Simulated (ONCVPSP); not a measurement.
# LDA (Perdew-Zunger) ONCV dataset for calcium, fully relativistic all-electron reference.

calcium, optimised norm-conserving Vanderbilt (ONCV), made with ONCVPSP 4.0.1 (LDA (Perdew-Zunger), fully relativistic). Core [Ne], reference 3s2 3p6 4s2. Waves: 3s+4s: rc 1.85 bohr, ncon 4, nbas 8, qcut 5.9 1/bohr, 2 projectors; 3p: rc 2.00 bohr, ncon 3, nbas 8, qcut 6.3 1/bohr, 2 projectors, debl 2.9 Ha; d scattering state at 0.41 Ha: rc 1.80 bohr, ncon 4, nbas 8, qcut 5.9 1/bohr, 2 projectors, debl 2.9 Ha. Local part: polynomial inside 1.20 bohr (lpopt 5, dvloc0 0 Ha). Core correction: none.

Open shells are filled in proportion to 2j + 1.

In the d channel the program set the typed energies aside and used -0.078, 2.822 Ha (j = l + 1/2; the other j can differ).

Estimate the cutoffs (Ha) at which the residual kinetic energy of the hardest occupied pseudo-wave falls to 1 and 0.1 mHa per electron.

13 Ha and 16 Ha. The cutoffs count occupied waves only; projector 2 of the d channel, the hardest unoccupied one, needs 85 Ha at the loose tolerance.

What does a ghost test show?

No bound ghost flagged; no localised positive-energy state flagged.

Tests: 3s2 3p6 4s1; 3s2 3p6 4s0; 3s2 3p6 4s1.5; 3s2 3p6 3d1 4s1. Which has the largest error in its energy relative to the reference configuration, and how large is it?

3s2 3p6 3d1 4s1, with +8.4 meV (all-electron minus pseudo) on +2.24 eV.
